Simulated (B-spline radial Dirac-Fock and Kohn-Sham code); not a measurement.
# Auger decay of the 1s hole in Pd²⁺

System: the Pd²⁺ ion, configuration [Kr] 4d8, inside a Watson sphere of charge -2 and radius 3 Å (a model of the Madelung potential; inside it an electron's potential energy is raised by 9.6 eV).

Calculated with a radial finite-basis atomic code, using independent-particle radiative and Coulomb Auger rates from relativistic LDA hole-state orbitals, with Dirac-Fock energies. Kinetic energies are configuration averages from the vacuum level; the two-hole energies are estimated from single-hole states. The rates lack the Breit term, which in heavy atoms raises K-L1L1 and K-L1L2.

```
transition  kinetic energy (eV)  width (meV)  share (%)
    K-L1L1              16989.0         68.7        6.2
    K-L1L2              17275.6         85.6        7.7
    K-L1L3              17435.4          128       11.6
    K-L2L3              17690.1          314       28.4
    K-L3L3              17847.8          160       14.5
    K-L1M1              19996.9         22.9        2.1
    K-L1M3              20132.9         22.6        2.0
    K-L2M3              20410.3         46.9        4.2
    K-L3M2              20538.2         45.9        4.2
    K-L3M3              20569.2         48.7        4.4
```

The listed channels hold 85 % of the non-radiative rate. Summed by principal shells, of 1.10 eV in all: KLL 69.7 %, KLM 23.8 %, KLN 3.9 %, KMM 1.9 %, KMN 0.6 %.
